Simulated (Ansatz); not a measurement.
Molecule: TeCl₂ (charge +1, doublet). 
Structure (B3LYP-D3(BJ)/def2-TZVP (Ansatz, a program for electronic structure) minimum search):
```
Te
Cl 1 2.2683
Cl 1 2.2683 2 101.21
```
Charge +1, spin multiplicity 2.

Basis-set convergence of Hartree-Fock and MP2 correlation energies (hartree) with Ansatz. Correlated levels leave the core frozen unless marked. UHF or UKS for open shells. Spin-orbit coupling is left out. The frozen core is the preceding noble-gas configuration, with the filled d and f shells of earlier blocks. In def2 rows, elements after Kr have scalar-relativistic effective core potentials.

| basis | functions | E(HF) | E(corr, MP2) |
|---|---|---|---|
| def2-SVP | 62 | -1185.41377 | -0.34790 |
| def2-TZVPP | 134 | [?] | [?] |

Q: What belongs in the gaps?

A: 
- def2-TZVPP, E(HF): -1185.75940
- def2-TZVPP, E(corr, MP2): -0.48383
